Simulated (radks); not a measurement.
The numbers below are computed, except where a source is named.
Q: Species: Br8+. Configuration: [Ar] 3d9. Code: a radial shooting solver on a logarithmic mesh with Libxc functionals. Model: Dirac Kohn-Sham, BLYP, spin-unpolarised, spherical densities, finite nucleus; open shells fill j = l - 1/2 first; Fermi nuclear charge, rms radius 4.1629 fm. Some entries of the table are withheld. Estimate them.

| orbital | occ. | eigenvalue (eV) | <1/r> (bohr^-1) | <r^2> (bohr^2) |
|---|---|---|---|---|
| 1s1/2 | 2 | -13470.36 | 35.66 | 0.002460 |
| 2s1/2 | 2 | -1884.633 | 7.958 | 0.04226 |
| 2p1/2 | 2 | -1712.892 | (1) | 0.03247 |
| 2p3/2 | 4 | -1665.302 | (2) | 0.03391 |
| 3s1/2 | 2 | -382.4172 | 2.643 | 0.3395 |
| 3p1/2 | 2 | -322.4201 | 2.535 | (3) |
| 3p3/2 | 4 | -315.2959 | 2.474 | (4) |
| 3d3/2 | 4 | -211.0562 | (5) | 0.3739 |
| 3d5/2 | 5 | -209.8676 | (6) | 0.3782 |

A: 
(1) 2p1/2 <1/r> (bohr^-1): 7.927
(2) 2p3/2 <1/r> (bohr^-1): 7.667
(3) 3p1/2 <r^2> (bohr^2): 0.3479
(4) 3p3/2 <r^2> (bohr^2): 0.3601
(5) 3d3/2 <1/r> (bohr^-1): 2.251
(6) 3d5/2 <1/r> (bohr^-1): 2.236
